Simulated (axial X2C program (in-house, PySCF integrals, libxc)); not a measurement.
**Ionising SrB**

Calculated with an in-house all-electron X2C program for linear molecules (integrals from PySCF), spin-free (one-electron X2C) or two-component (2c: spin–orbit coupling with atomic mean-field Coulomb and Gaunt terms, which also bring small scalar terms), in Dyall basis sets with cores contracted in-house; open shells are unrestricted.

Basis sets: B dyall-v3z, Sr dyall-cv3z.

```tsv
Hamiltonian	level	SrB state	Re (Å)	ωe (cm⁻¹)	De (eV)
spin-free	PBE0	M_S = 3/2, Λ = 0	2.440	434.4	n/a
2c	PBE0	Ω = 3/2	2.440	434.5	n/a
```

Adiabatic ionisation energy (minimum to minimum, no zero-point term) and constants of SrB⁺:

```
Hamiltonian  level      SrB⁺ state  IE (eV)  Re (Å)  ωe (cm⁻¹)  De (eV)  fragments
  spin-free   PBE0  M_S = 1, Λ = 1     5.52   2.593      396.7     1.16    Sr+ + B
         2c   PBE0           Ω = 2     5.52   2.594      396.5     1.15    Sr+ + B
```

Problem. Add the zero-point terms to the ionisation energy at PBE0, 2c, and say whether the electron removed was bonding.

Solution. IE0 = IE + (ωe⁺ − ωe)/2 = 5.52 + (-0.002) = 5.52 eV. Re changes by 0.154 Å, so the bond lengthens, as on loss of a bonding electron.

Each entry is the lowest single determinant of a limited PBE0 search at one distance. De goes to single-determinant-based atoms at the same level (for ions the charge split of lowest energy) and is withheld (n/a) where an atom does not fit its ground term or J level. Main or longest-lived isotopes. One determinant is a doubtful description, or other states lie close, for SrB, SrB⁺; these need not be ground states, and all values refer to the states named. Some open-shell Ω = 0 determinants are out of reach, so the Ω given for SrB⁺ need not be the lowest component. With several unpaired electrons the Ω given is that of one determinant, not necessarily of the lowest component. Some light 2c atoms are not at their ground J level, so De misses part of their lowering (0.04 eV or less). The functionals have no current term, which raises determinants with orbital currents.
